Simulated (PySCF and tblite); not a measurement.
3 regioisomers of C₈H₁₂:

| isomer | SMILES |
| --- | --- |
| A | [CH2:1]=[CH:2][C:3]1=[CH:4][CH2:5][CH2:6][CH2:7][CH2:8]1 |
| B | [CH2:1]=[CH:2][C@@H:3]1[CH:4]=[CH:5][CH2:6][CH2:7][CH2:8]1 |
| C | [CH2:1]=[CH:2][C@@H:3]1[CH2:4][CH:5]=[CH:6][CH2:7][CH2:8]1 |

Computed spectrum of one of them (conformer average at 298.15 K; GFN2-xTB geometries, energies B97-D/pcseg-1 (IEF-PCM, chloroform) (D3(BJ) added where defined), GIAO shieldings OPBE/pcSseg-1 (IEF-PCM, chloroform); references on GFN2-xTB geometries), in ppm: ¹H (against TMS): 6.67 (1H), 6.23 (1H), 5.41 (1H), 5.28 (1H), 2.47 (2H), 2.27 (2H), 1.72 (2H), 1.65 (2H). ¹³C (against TMS): 140.8 (1C), 136.1 (1C), 134.3 (1C), 109.5 (1C), 32.1 (1C), 28.2 (1C), 26.9 (1C), 26.6 (1C). Of the H, only those on carbon are given.

Which isomer is it?

A. Signals are matched in order of shift, without assignment. After a straight-line scaling (slope 0.85 to 1.15) of computed carbon shifts, the largest errors are A 1.8 ppm (at 134.3), B 8.1 ppm (at 32.1), C 7.2 ppm (at 140.8). Assigned: ¹H (against TMS): 6.67 (H2, 1H), 6.23 (H4, 1H), 5.41 (H1a, 1H), 5.28 (H1b, 1H), 2.47 (H5, 2H), 2.27 (H8, 2H), 1.72 (H7, 2H), 1.65 (H6, 2H). ¹³C (against TMS): 140.8 (C2), 136.1 (C3), 134.3 (C4), 109.5 (C1), 32.1 (C5), 28.2 (C8), 26.9 (C6), 26.6 (C7). For comparison, at another level (GFN2-xTB geometries, energies PBE0/pcSseg-1 (D3(BJ) added where defined), GIAO shieldings PBE0/pcSseg-1) the isomers give: A: ¹H (against TMS): 6.59 (H2, 1H), 6.04 (H4, 1H), 5.32 (H1a, 1H), 5.21 (H1b, 1H), 2.31 (H5, 2H), 2.16 (H8, 2H), 1.68 (H7, 2H), 1.61 (H6, 2H). ¹³C (against TMS): 148.4 (C2), 143.3 (C3), 139.0 (C4), 115.5 (C1), 30.8 (C5), 27.5 (C8), 26.6 (C6), 26.2 (C7). B: ¹H (against TMS): 6.15 (H2, 1H), 6.14 (H5, 1H), 5.86 (H4, 1H), 5.39 (H1a, 1H), 5.39 (H1b, 1H), 2.82 (H3, 1H), 2.12 (H6a, 1H), 2.11 (H6b, 1H), 1.76 (H8a, 1H), 1.75 (H7a, 1H), 1.50 (H7b, 1H), 1.44 (H8b, 1H). ¹³C (against TMS): 151.7 (C2), 137.2 (C4), 136.5 (C5), 121.5 (C1), 44.4 (C3), 31.7 (C8), 29.8 (C6), 22.6 (C7). C: ¹H (against TMS): 6.26 (H2, 1H), 6.05 (H5, 1H), 6.04 (H6, 1H), 5.36 (H1a, 1H), 5.29 (H1b, 1H), 2.24 (H4a, 1H), 2.21 (H7a, 1H), 2.21 (H7b, 1H), 2.16 (H3, 1H), 1.98 (H4b, 1H), 1.72 (H8a, 1H), 1.39 (H8b, 1H). ¹³C (against TMS): 152.6 (C2), 135.0 (C6), 134.0 (C5), 118.8 (C1), 42.4 (C3), 34.8 (C4), 31.8 (C8), 28.8 (C7).

Shifts are unscaled: against experiment ¹³C can be off by 15 ppm or more and ¹H by 0.8 ppm.
